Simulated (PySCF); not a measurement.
Compound: C₆H₁₀OS.
Cartesian coordinates in Å at the PBE0-D3(BJ)/def2-SVP level; atoms count from 1:
```xyz
18
C6H10OS angstrom
C      2.524    1.298   -0.234
S      2.288   -0.476   -0.075
C      0.559   -0.688   -0.076
C      0.187   -2.134    0.060
C     -0.333    0.331   -0.185
C     -1.791    0.146   -0.184
C     -2.602    1.414   -0.338
O     -2.337   -0.937   -0.068
H      2.075    1.838    0.612
H      2.112    1.673   -1.182
H      3.610    1.461   -0.227
H     -0.421   -2.287    0.963
H     -0.448   -2.445   -0.781
H      1.080   -2.773    0.106
H      0.024    1.357   -0.284
H     -3.671    1.168   -0.328
H     -2.348    1.923   -1.281
H     -2.376    2.117    0.479
```

Level: PBE0/def2-SVPD in PySCF, non-relativistic, on one gas-phase PBE0-D3(BJ)/def2-SVP geometry that isn't relaxed in the solvent. The solvent is an IEF-PCM continuum (cavity from Bondi-type radii × 1.2), and excitations are vertical TDDFT with non-equilibrium linear response and a frozen core. The model holds no explicit solvent molecules, cavitation or dispersion.

Gas-phase singlets (H = HOMO, L = LUMO):

```
state  E (eV)  λ (nm)      f    leading configurations
   S1   3.765     329  0.000                 H-1→L 97%
   S2   4.696     264  0.407                   H→L 97%
   S3   5.615     221  0.000                 H→L+1 90%
   S4   6.058     205  0.002                 H→L+2 88%
   S5   6.420     193  0.022  H-1→L+1 78%, H-1→L+2 10%
```

Task: What are the lowest 5 singlets in methanol (ε = 32.61)?

Result: 
| state | E (eV) | λ (nm) | f | leading configurations | change by rank (eV) |
| --- | --- | --- | --- | --- | --- |
| S1 | 3.927 | 316 | 0.000 | H-1→L 97% | +0.162 |
| S2 | 4.499 | 276 | 0.493 | H→L 98% | -0.197 |
| S3 | 5.847 | 212 | 0.000 | H→L+1 70%, H→L+2 23% | +0.232 |
| S4 | 6.098 | 203 | 0.007 | H→L+2 70%, H→L+1 26% | +0.040 |
| S5 | 6.354 | 195 | 0.057 | H-2→L 91% | -0.066 |

Task: Give the list for acetonitrile (ε = 35.69), n² = 1.81.

Result: 
| state | E (eV) | λ (nm) | f | leading configurations | change by rank (eV) |
| --- | --- | --- | --- | --- | --- |
| S1 | 3.927 | 316 | 0.000 | H-1→L 97% | +0.162 |
| S2 | 4.495 | 276 | 0.496 | H→L 98% | -0.201 |
| S3 | 5.848 | 212 | 0.000 | H→L+1 70%, H→L+2 24% | +0.233 |
| S4 | 6.097 | 203 | 0.007 | H→L+2 70%, H→L+1 26% | +0.039 |
| S5 | 6.352 | 195 | 0.057 | H-2→L 91% | -0.068 |

Task: The ground-state energy changes by -0.300 eV from gas to acetonitrile. By how much does the total energy of gas-phase S1 change?

Result: E(S1) = E(S0) + excitation energy, so it changes by -0.300 + 0.162 = -0.138 eV: it is lowered less than the ground state, which is what a blue shift means. This is the vertical state, with the slow part of the continuum still set for S0.

Task: How do the frontier levels move from gas to acetonitrile?

Result: 
```json
{"orbital": "LUMO+2", "gas (eV)": "0.65", "solvent (eV)": "0.70", "change (eV)": "+0.05", "Löwdin shares, gas": "S2 36 %, C4 8 %, C7 7 %, C5 7 %", "Löwdin shares, solvent": "S2 41 %, C4 10 %, C1 6 %, H14 6 %"}
{"orbital": "LUMO+1", "gas (eV)": "0.23", "solvent (eV)": "0.57", "change (eV)": "+0.34", "Löwdin shares, gas": "S2 41 %, C1 16 %, H10 8 %, H9 8 %", "Löwdin shares, solvent": "S2 42 %, C1 13 %, H9 6 %, H10 6 %"}
{"orbital": "LUMO", "gas (eV)": "-1.39", "solvent (eV)": "-1.45", "change (eV)": "-0.06", "Löwdin shares, gas": "C3 25 %, C6 19 %, O8 17 %, C5 12 %", "Löwdin shares, solvent": "C3 24 %, C6 20 %, O8 17 %, C5 11 %"}
{"orbital": "HOMO", "gas (eV)": "-6.61", "solvent (eV)": "-6.59", "change (eV)": "+0.02", "Löwdin shares, gas": "S2 39 %, C5 23 %, C3 14 %, O8 8 %", "Löwdin shares, solvent": "S2 40 %, C5 23 %, C3 13 %, O8 8 %"}
{"orbital": "HOMO-1", "gas (eV)": "-7.00", "solvent (eV)": "-7.23", "change (eV)": "-0.23", "Löwdin shares, gas": "O8 62 %, C6 11 %, C7 10 %, C5 8 %", "Löwdin shares, solvent": "O8 60 %, C6 11 %, C7 11 %, C5 8 %"}
{"orbital": "HOMO-2", "gas (eV)": "-8.74", "solvent (eV)": "-8.69", "change (eV)": "+0.05", "Löwdin shares, gas": "S2 27 %, C3 24 %, C5 12 %, C4 10 %", "Löwdin shares, solvent": "S2 25 %, C3 24 %, C5 14 %, C4 11 %"}
{"orbital": "HOMO-3", "gas (eV)": "-9.65", "solvent (eV)": "-9.52", "change (eV)": "+0.13", "Löwdin shares, gas": "S2 55 %, C1 15 %, C3 11 %", "Löwdin shares, solvent": "S2 55 %, C1 16 %, C3 10 %"}
```

The HOMO–LUMO gap goes from 5.22 to 5.14 eV.
